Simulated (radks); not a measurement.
Values are calculated unless marked as measured or tabulated.
Question: These are the eigenvalues of the occupied orbitals of an atom or ion with whole-number occupations (hartree). Level of theory: scalar-relativistic Kohn-Sham, PBEsol, spin-polarised, spherical densities, finite nucleus; Fermi nuclear charge, rms radius of each element as measured or else 0.836 A^(1/3) + 0.57 fm (a radial shooting solver on a logarithmic mesh with Libxc functionals).

| orbital | eigenvalue |
|---|---|
| 1s up | -307.1275 |
| 1s down | -307.1272 |
| 2s up | -41.85314 |
| 2s down | -41.75183 |
| 2p up | -36.81144 |
| 2p down | -36.73485 |
| 3s up | -9.34962 |
| 3s down | -9.16871 |
| 3p up | -7.84606 |
| 3p down | -7.66672 |
| 3d up | -5.44456 |

Which element is it, and in what charge state? The configuration may be excited. Open shells, if any, are filled with parallel spins first.

Answer: Z = 28, nickel, charge +7: Ni7+ in [Ar] 3d3. The list shows which subshells hold electrons but not how many an open one holds; the 1s level, -307.13 hartree, gives Z - s = 24.8 by -(Z - s)^2/2, which with screening and relativity narrows Z to a few neighbours, and the depths of the outer levels then fix element, charge and occupations together.
